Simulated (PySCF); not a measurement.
Species: C6H8ClF.
SMILES: `C=C1CC[C@@]1(Cl)CF`

A PySCF run (density fitting, gas phase, GFN2-xTB geometry) gave HOMO -6.33 eV, LUMO -1.49 eV, dipole 0.97 D.

Task: Which of these levels was it?
A. PBE0/STO-3G
B. HCTH407/6-31G*
C. PBE0/6-31++G**

Result: B. It is HCTH407/6-31G*. All candidates on this geometry:

```csv
level and settings,kind,basis functions,SCF cycles,E (Eh),HOMO (eV),LUMO (eV),dipole (D)
HCTH407/6-31G*,GGA,132,15,-793.4390,-6.33,-1.49,0.97
"PBE0/6-31++G**, fitting basis def2-universal-jkfit, level shift 0.2 Eh",global hybrid,196,12,-792.9200,-7.57,-0.81,0.84
PBE0/STO-3G,global hybrid,52,12,-783.7018,-5.53,2.42,1.58
```

The nearest other candidate, by the summed differences of HOMO and LUMO, is PBE0/6-31++G**: its HOMO differs by -1.24 eV and its LUMO by +0.68 eV. Cycle counts include a coarse-grid stage where the run had one. All basis functions are spherical, in the Pople sets too.

Conformer computed: `[CH2:1]=[C:2]1[CH2:3][CH2:4][C@@:5]1([Cl:6])[CH2:7][F:8]`: C4–C5–C7–F8 48°.
